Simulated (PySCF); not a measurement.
sulfur difluoride cation (F2S), SMILES FSF (connectivity only; charge and spin as stated), charge +1, multiplicity 2. Atoms are numbered in the order given.

```xyz
3

F      0.0000    -1.1796    -0.4490
S      0.0000     0.0000     0.5052
F      0.0000     1.1796    -0.4490
```
Charge +1, spin multiplicity 2.

Geometry optimised at B3LYP-D3(BJ)/def2-TZVP. The spin state was assumed, not searched.

Two levels are set side by side: PBE/pcH-1 (PySCF) and PBE0/pcH-1 (PySCF). Contact hyperfine couplings, same geometry. Differences are taken from unrounded values.

| quantity | PBE0 | PBE | PBE minus PBE0 |
|---|---|---|---|
| A(iso) of 19F, atom F1 (MHz) | 131.7 | 68.8 | -62.9 |
| A(iso) of 33S, atom S2 (MHz) | 40.6 | 14.6 | -25.9 |
| A(iso) of 19F, atom F3 (MHz) | 131.7 | 68.8 | -62.9 |

Rough cost on one machine, each run with all the roots and properties that it gave: PBE0 against PBE within a factor of 2.
